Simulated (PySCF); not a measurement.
**RbSi: one state, many levels of theory**

State: ⁴Σ⁻ (quartet), unpaired electrons σ ↑, π ↑↑. Set-up: PySCF, scalar-relativistic core potentials, basis sets Rb def2-SVP with ECP28, Si def2-SVP. De refers to Rb + Si in their high-spin ground configurations, without counterpoise correction. The functionals are run spin-unrestricted. A positive dipole means Rb(−)Si(+).

```tsv
Level	Re (Å)	ωe (cm⁻¹)	De (eV)	μ (D)	CPU s a point (SCF and correlation, without the integrals)
UHF	3.308	173	1.08	-11.93	0.089
UHF-MP2	3.234	179	1.27	n/a	0.14
UHF-SCS-MP2	3.245	178	1.17	n/a	n/a
UHF-CCSD	3.238	177	1.19	n/a	n/a
UHF-CCSD(T)	3.237	176	1.21	n/a	2.6
PBE	3.235	165	1.56	-9.27	0.47
PW91	3.228	167	1.59	-9.35	0.35
TPSS	3.242	168	1.66	-10.03	0.7
r²SCAN	3.243	172	1.68	-10.63	0.67
PBE0	3.220	173	1.55	-10.25	0.68
MN15	3.212	175	1.55	-9.79	0.78
ωB97X	3.195	187	1.57	-11.40	0.49
```

The bond length runs from 3.195 Å (ωB97X) to 3.308 Å (UHF). De spans 1.08 eV (UHF, mean field) to 1.68 eV (r²SCAN, meta-GGA). Correlation at CCSD(T) changes the Hartree–Fock bond energy by +0.13 eV; the triples alone change it by +0.02 eV.

Correlated steps freeze 5 core orbitals. Correlated levels converge slowly with the basis: in double zeta they bind strong bonds too weakly, by up to about 1 eV, and carry superposition errors of some tenths. Spin–orbit coupling is left out. The state was picked by a PBE0 search and need not be the measured ground state.

The whole job (state search and all levels along the bond) took about 1.8 min on 1 thread of Arm Neoverse V1 (shared host), peak memory 0.48 GiB.
